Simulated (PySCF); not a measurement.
An element was calculated at UHF (PySCF 2.14, spin-free X2C, a triple-zeta basis, no spin-orbit coupling), in the ground configurations that NIST lists.

```
first ionisation energy    : 7.778 eV
second ionisation energy   : 16.857 eV
third ionisation energy    : 36.951 eV
polarisability of the atom : 50.8 bohr³
```

Which element is it?

Zinc (Zn, Z = 30), in aug-cc-pwCVTZ-DK. NIST lists 9.394, 17.964, 39.723 eV for these ionisation energies.
